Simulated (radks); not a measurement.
All-electron atom: Au3+ in [Xe] 4f14 5d8. Calculated with a radial shooting solver on a logarithmic mesh with Libxc functionals: scalar-relativistic Kohn-Sham, BLYP, spin-polarised, spherical densities, point nucleus; open shells are filled with parallel spins first (spin-orbit coupling, left out, can overturn this in heavy ions).

Radial electron density D(r) = 4 pi r^2 rho(r):

```
   r/bohr * D(r) (the largest magnitude, 148, reaches the edge; | marks zero)
 0.001547 |      *
  0.00208 |          *
 0.002796 |               *
 0.003759 |                     *
 0.005095 |                            *
  0.00685 |                                  *
  0.00921 |                                       *
  0.01238 |                                        *
  0.01665 |                                     *
  0.02238 |                                   *
  0.03009 |                                        *
  0.04046 |                                                  *
  0.05439 |                                                      *
  0.07313 |                                               *
  0.09832 |                                          *
   0.1322 |                                                 *
   0.1792 |                                            *
   0.2409 |                            *
   0.3238 |                              *
   0.4354 |                              *
   0.5854 |                *
    0.787 |        *
    1.058 |      *
    1.423 |   *
    1.913 |*
    2.572 *
    3.457 *
    4.648 *
```

D(r) has 4 maxima, at r = 0.0112, 0.0523, 0.144, 0.374 bohr, and minima at 0.0217, 0.0930, 0.265 bohr, inside which lie 1.88, 11.00, 29.94 electrons.
